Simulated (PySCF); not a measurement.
Compound: C2H5AlClN.
Atom-mapped SMILES: `[CH3:1][C:2]#[N+:3][AlH2-:4][Cl:5]` (hydrogens: H6, H7, H8 on C1; H9, H10 on Al4)

Method: MP2 and CCSD/aug-cc-pVDZ in PySCF, restricted Hartree–Fock reference, 13 core orbitals frozen, non-relativistic, gas phase, PBE0-D3(BJ)/def2-SVP geometry.

E(HF) = -834.61939 Eh.

Task: How large is the problem?

Result: 168 basis functions and 54 electrons; 13 orbitals frozen, which leaves o = 14 correlated occupied and v = 141 virtual orbitals. That is o·v = 1974 singles and o·v(o·v + 1)/2 = 1949325 distinct closed-shell doubles amplitudes before symmetry; the costliest CCSD step grows as o²v⁴ = 7.7 × 10^10.

Task: What are the MP2 and CCSD correlation energies?

Result: MP2 -0.6607 Eh and CCSD -0.7081 Eh, which gives totals of -835.28014 and -835.32754 Eh. That is 0.688 eV for each correlated electron at CCSD (1859 kJ/mol in all, 0.085 % of the total energy); MP2 gives 93.3 % of the CCSD value.

Task: What is the T1 diagnostic?

Result: 0.0112, below the customary warning level of 0.02. It is the norm of the spatial-orbital singles amplitudes over the root of the number of correlated electrons, so the norm is 0.059.

Task: How does correlation change the dipole moment?

Result: HF gives 9.58 D and CCSD (unrelaxed density) 9.01 D, a change of -0.57 D.

No triples correction and no basis-set extrapolation were made.

The job also held the EOM ionisation roots. On an Arm Neoverse V2 with one thread, no GPU, shared host, this took 5.4 min of wall time and 3.0 GiB of memory at its peak.
